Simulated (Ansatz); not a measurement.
System: CH$_{6}$FSi$_{2}$, charge 0, multiplicity 2. It need not be the lowest isomer of its formula. 
Geometry from a B3LYP-D3(BJ)/def2-TZVP (Ansatz, a program for electronic structure) optimisation:
```
C
H 1 1.0936
H 1 1.0982 2 106.70
Si 1 1.8587 2 109.36 3 -115.86
F 4 1.6097 1 109.20 2 -67.80
H 4 1.4787 5 107.57 1 120.34
H 4 1.4791 6 110.24 5 -116.43
Si 1 1.8881 2 109.15 3 116.36
H 8 1.4866 1 110.51 2 175.65
H 8 1.4873 9 109.66 1 -122.91
```
Charge 0, spin multiplicity 2.

Property: atomisation energy (electronic, to ground-state atoms), in kcal/mol. Valence correlation only, unless marked. Open shells are spin-unrestricted. No spin-orbit coupling. No relativistic terms. The coupled-cluster limit lacks core correlation, which all-electron functionals hold. CBS(X,Y): correlation extrapolated as X^-3; Hartree-Fock from the larger set. The bracket is a focal-point correction in the basis named.

```json
[
 {"level": "HF/STO-3G", "program": "Ansatz", "atomisation energy (kcal/mol)": "757.7", "minus last row": "-46.1"},
 {"level": "HF/6-31G", "program": "Ansatz", "atomisation energy (kcal/mol)": "524.5", "minus last row": "-279.3"},
 {"level": "HF/cc-pV(D+d)Z", "program": "Ansatz", "atomisation energy (kcal/mol)": "595.9", "minus last row": "-207.9"},
 {"level": "HF/aug-cc-pV(T+d)Z", "program": "Ansatz", "atomisation energy (kcal/mol)": "614.9", "minus last row": "-188.9"},
 {"level": "HF/cc-pV(Q+d)Z", "program": "Ansatz", "atomisation energy (kcal/mol)": "616.9", "minus last row": "-186.9"},
 {"level": "PBE-D4/def2-TZVPD", "program": "Ansatz + dftd4", "atomisation energy (kcal/mol)": "800.6", "minus last row": "-3.2"},
 {"level": "r2SCAN-D4/def2-TZVPD", "program": "Ansatz + dftd4", "atomisation energy (kcal/mol)": "803.5", "minus last row": "-0.3"},
 {"level": "B3LYP-D4/def2-TZVPD", "program": "Ansatz + dftd4", "atomisation energy (kcal/mol)": "799.3", "minus last row": "-4.5"},
 {"level": "B3LYP/def2-TZVPD", "program": "Ansatz", "atomisation energy (kcal/mol)": "791.1", "minus last row": "-12.7"},
 {"level": "PBE0-D4/def2-TZVPD", "program": "Ansatz + dftd4", "atomisation energy (kcal/mol)": "794.9", "minus last row": "-8.9"},
 {"level": "BHLYP-D3(BJ)/def2-TZVPD", "program": "Ansatz + dftd3", "atomisation energy (kcal/mol)": "787.9", "minus last row": "-15.9"},
 {"level": "BHLYP-D4/def2-TZVPD", "program": "Ansatz + dftd4", "atomisation energy (kcal/mol)": "786.8", "minus last row": "-17.0"},
 {"level": "B2GP-PLYP-D3(BJ)/def2-TZVPD", "program": "Ansatz + dftd3", "atomisation energy (kcal/mol)": "792.2", "minus last row": "-11.6"},
 {"level": "B2GP-PLYP/def2-TZVPD", "program": "Ansatz", "atomisation energy (kcal/mol)": "787.9", "minus last row": "-15.9"},
 {"level": "MP2/6-31G", "program": "Ansatz", "atomisation energy (kcal/mol)": "635.7", "minus last row": "-168.1"},
 {"level": "MP2/aug-cc-pV(T+d)Z", "program": "Ansatz", "atomisation energy (kcal/mol)": "792.9", "minus last row": "-10.9"},
 {"level": "SCS-MP2/STO-3G", "program": "Ansatz", "atomisation energy (kcal/mol)": "834.5", "minus last row": "30.7"},
 {"level": "CCSD/aug-cc-pV(T+d)Z", "program": "Ansatz", "atomisation energy (kcal/mol)": "778.1", "minus last row": "-25.7"},
 {"level": "CCSD(T) with core electrons (1s frozen past Ne)/cc-pwCVTZ", "program": "Ansatz", "atomisation energy (kcal/mol)": "783.7", "minus last row": "-20.1"},
 {"level": "RI-MP2/CBS(cc-pV(T+d)Z,cc-pV(Q+d)Z)+[CCSD(T)-MP2]/cc-pV(T+d)Z", "program": "Ansatz", "atomisation energy (kcal/mol)": "803.2", "minus last row": "-0.6"},
 {"level": "CCSD(T)/CBS(aug-cc-pV(T+d)Z,aug-cc-pV(Q+d)Z)", "program": "Ansatz", "atomisation energy (kcal/mol)": "803.8", "minus last row": "0.0"}
]
```
